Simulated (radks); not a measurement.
Values are calculated unless marked as measured or tabulated.
The boron ion B+ inside a hard spherical wall (all orbitals vanish at R), configuration held at [He] 2s2 and not refilled when levels cross. Level of theory: non-relativistic Kohn-Sham, LDA (Slater exchange, VWN5 correlation), spin-polarised, spherical densities, point nucleus (a radial shooting solver on a logarithmic mesh with Libxc functionals). Eigenvalues in eV for spin up, with the zero of energy where the potential of the charges vanishes at infinity; a dash marks a level that is unbound or too diffuse for the functional's potential to be trusted. A positive occupied level is held by the wall or, in an anion where self-interaction has pushed it up, behind a barrier. The pressure on the wall is -dE/dV.

\begin{tabular}{lrrrrrrr}
R (bohr) & E (hartree) & kinetic (hartree) & e(1s) & e(2s) & e(2p, empty) & e(3s, empty) & pressure (GPa) \\ \hline
free & -24.03828 & 23.878 & -191.69 & -19.407 & -13.460 & -4.242 & 0 \\
20 & -24.03828 & 23.878 & -191.69 & -19.407 & -13.460 & -4.242 & < 0.0001 \\
15 & -24.03828 & 23.878 & -191.69 & -19.407 & -13.460 & -4.238 & < 0.0001 \\
12 & -24.03828 & 23.878 & -191.69 & -19.407 & -13.460 & -4.202 & < 0.0001 \\
8 & -24.03826 & 23.878 & -191.68 & -19.406 & -13.457 & -3.472 & 0.000959 \\
7 & -24.03817 & 23.879 & -191.67 & -19.400 & -13.447 & -2.635 & 0.0104 \\
6 & -24.03745 & 23.887 & -191.62 & -19.362 & -13.390 & -0.810 & 0.110 \\
4 & -23.99689 & 24.143 & -190.08 & -18.127 & -11.903 & 13.943 & 11.3 \\
3 & -23.77797 & 25.040 & -185.81 & -13.454 & -7.163 & 43.915 & 124 \\
2.5 & -23.38165 & 26.296 & -181.05 & -6.270 & -0.758 & 79.573 & 463 \\
2 & -22.30473 & 29.134 & -172.56 & 11.533 & 13.270 & 153.14 & 2050 \\
\end{tabular}
